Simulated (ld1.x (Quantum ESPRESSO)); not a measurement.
**magnesium, ultrasoft: configuration errors across variants**

- Element: Mg (Z = 12)
- Generator: ld1.x (Quantum ESPRESSO) 7.5
- Type: ultrasoft
- Functional: PBE
- Relativity: scalar-relativistic
- Frozen core: [He]
- Valence charge: 10
- Reference configuration: 2s2 2p6 3s2 3p0
- Partial waves: 2s (bound): rcut 0.95, rcutus 1.20 bohr; 3s (bound): rcut 0.95, rcutus 1.20 bohr; 2p (bound): rcut 1.05, rcutus 1.15 bohr; 3p (bound, empty): rcut 1.05, rcutus 1.15 bohr; 3d channel at 0.45 Ry: rcut 0.80, rcutus 1.10 bohr; 3d channel at 1.75 Ry: rcut 0.80, rcutus 1.10 bohr
- Local potential: all-electron potential smoothed inside 1.20 bohr (lloc = -1)
- Core correction: a·sin(br)/r model core, default radius (core density twice the valence density)
- Augmentation charge: PSQ, inside the norm-conserving radii

All-electron excitation energies from the reference (eV): (1) 2s2 2p6 3s1 3p0 7.960; (2) 2s2 2p6 3s0 3p0 22.986; (3) 2s2 2p6 3s1.5 3p0 3.144; (4) 2s2 2p6 3s0 3p1 12.328; (5) 2s1 2p6 3s2 3p0 91.471; (6) 2s2 2p6 3s1 3p1 3.491; (7) 2s2 2p5 3s2 3p0 58.542.

The overlap operator is not positive definite (basis up to 400 Ry) in “local potential all-electron potential smoothed inside 1.10 bohr (lloc = -1)”, “local potential all-electron potential smoothed inside 0.84 bohr (lloc = -1)”, “waves 2s (bound): rcut 0.95, rcutus 1.70 bohr; 3s (bound): rcut 0.95, rcutus 1.70 bohr”. Such files are unfit for use, however small their errors in these radial tests.

Tests that are not counted but printed errors over 1 eV. “waves 2s (bound): rcut 0.95, rcutus 1.70 bohr; 3s (bound): rcut 0.95, rcutus 1.70 bohr”: 2s1 2p6 3s2 3p0 (solver errors, printed error +5.2 eV).

1 further variants failed, have other tests or another functional or relativity, and are left out.

Errors AE − PS in meV (a dash: test not solved or not reliable):

| change | (1) | (2) | (3) | (4) | (5) | (6) | (7) | bound ghosts |
| --- | --- | --- | --- | --- | --- | --- | --- | --- |
| base | -6.1 | -99 | -0.7 | -102 | -901 | -18 | -1354 | none |
| local potential all-electron potential smoothed inside 1.10 bohr (lloc = -1) | -5.8 | -100 | -0.6 | -104 | -370 | -19 | -778 | not determined (overlap not positive) |
| local potential all-electron potential smoothed inside 0.84 bohr (lloc = -1) | -6.2 | -97 | -0.8 | -99 | -793 | -17 | -1194 | not determined (overlap not positive) |
| wave 3d channel at 1.75 Ry: rcut 0.80, rcutus 1.10 bohr becomes 3d channel at 0.85 Ry: rcut 0.80, rcutus 1.10 bohr | -6.1 | -99 | -0.7 | -102 | -901 | -18 | -1354 | none |
| waves 2s (bound): rcut 0.95, rcutus 1.70 bohr; 3s (bound): rcut 0.95, rcutus 1.70 bohr | +64 | -72 | +17 | -68 | – | +4.4 | – | not determined (overlap not positive) |

Q: Give the same row for: augmentation PSQ, radius 0.55 bohr.

A: 0.0, -0.2, 0.0, 0.0, +12, 0.0, -81; bound ghosts: none.
